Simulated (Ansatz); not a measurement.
Consider the cleavage of the B–Sb bond: `[BH2][SbH][TeH]` + `[NH2][AlH2]` → `B[NH][AlH2]` + `[SbH2][TeH]`.

Computed with Ansatz on PBE0-D4/def2-TZVP structures; ΔE is electronic, products minus reactants. CBS: MP2 limit from def2 TZ/QZ plus the TZ coupled-cluster correction, frozen cores. This one scheme is used for every species. DFT in def2-TZVPP. B3LYP here is the variant with VWN-RPA as its local correlation; programs differ in this. def2 core potentials past Kr. For Sb, Te outer-core shells are correlated without core-valence functions, which leaves a few kJ/mol of doubt a bond.

CCSD(T)/CBS gives -108.8 kJ/mol.

(1) Another level gave -114.4 kJ/mol. Which?
A. B3LYP-D4/def2-TZVPP
B. revPBE/def2-TZVPP
C. CAM-B3LYP-D4/def2-TZVPP
D. PBE0/def2-TZVPP

Largest T1 diagnostic among the species: 0.013.

## Answers

(1) D. PBE0 -114.4, CAM-B3LYP-D4 -124.1, B3LYP-D4 -119.2, revPBE -110.3 kJ/mol.

From BLYP to BHLYP (50 % exact exchange), in def2-TZVPP and without D4, ΔE moves by −3.3 kJ/mol. In def2-TZVPP, CCSD(T) changes the Hartree–Fock value by +9.1 kJ/mol (the triples alone add +1.0 kJ/mol) and MP2 by +12.5 kJ/mol. At CCSD(T), def2-SVP lies −24.7 kJ/mol from the extrapolated value and def2-TZVPP −5.3 kJ/mol.
